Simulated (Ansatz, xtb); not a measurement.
Process, species as SMILES: CC(C)(C)[Si](F)(F)F [tert-butyl(trifluoro)silane] + 3 C (CH4) + 3 [SiH4] (SiH4) -> 3 CC (C2H6) [ethane] + C[SiH3] + 3 F[SiH3] [fluorosilane]
Each molecule is optimised on its own at B3LYP-D3(BJ)/def2-TZVP (Ansatz, a first-principles code), one conformer each, not searched for the lowest.
Geometry of the first species:
```
C
C 1 1.5393
H 2 1.0915 1 111.80
H 2 1.0915 3 108.14 1 -123.51
H 2 1.0937 3 107.72 4 -116.16
C 1 1.5393 2 109.80 3 58.89
H 6 1.0915 1 111.80 2 -58.89
H 6 1.0915 7 108.14 1 123.51
H 6 1.0937 7 107.72 8 116.16
C 1 1.5393 2 109.80 3 179.70
H 10 1.0915 1 111.80 2 58.89
H 10 1.0915 11 108.14 1 -123.51
H 10 1.0937 11 107.72 12 -116.16
Si 1 1.8546 2 109.14 3 -60.71
F 14 1.5875 1 111.98 2 60.00
F 14 1.5875 15 106.85 1 122.96
F 14 1.5875 15 106.85 16 114.09
```

Wanted: bond separation energy (electronic energy difference), in kJ/mol. Valence correlation only, unless marked. Spin-orbit coupling is left out. No relativistic terms. CBS marks a two-point X^-3 extrapolation of the correlation energy; Hartree-Fock from the larger set. [CCSD(T)-MP2]/basis is that difference in the basis named.

```csv
level,program,bond separation energy (kJ/mol),minus last row
GFN1-xTB,xtb,-137.7,-230.4
HF/6-31G,Ansatz,91.1,-1.6
HF/aug-cc-pV(D+d)Z,Ansatz,53.0,-39.7
BLYP-D3(BJ)/def2-TZVPD,Ansatz + dftd3,85.5,-7.2
B3LYP-D4/def2-TZVPD,Ansatz + dftd4,89.6,-3.1
PBE0/6-31G*,Ansatz,113.1,20.4
r2SCANh/def2-TZVPD,Ansatz,94.6,1.9
r2SCAN0/def2-TZVPD,Ansatz,92.2,-0.5
HSE06-D4/def2-TZVPD,Ansatz + dftd4,92.2,-0.5
B2GP-PLYP/def2-TZVPD,Ansatz,80.9,-11.8
SCS-MP2/aug-cc-pV(T+d)Z,Ansatz,88.1,-4.6
SCS-MP2/cc-pwCVTZ,Ansatz,87.3,-5.4
CCSD/aug-cc-pV(T+d)Z,Ansatz,94.5,1.8
CCSD(T)/cc-pVTZ,Ansatz,101.4,8.7
"RI-MP2/CBS(cc-pV(T+d)Z,cc-pV(Q+d)Z)+[CCSD(T)-MP2]/cc-pV(T+d)Z",Ansatz,92.7,0.0
```
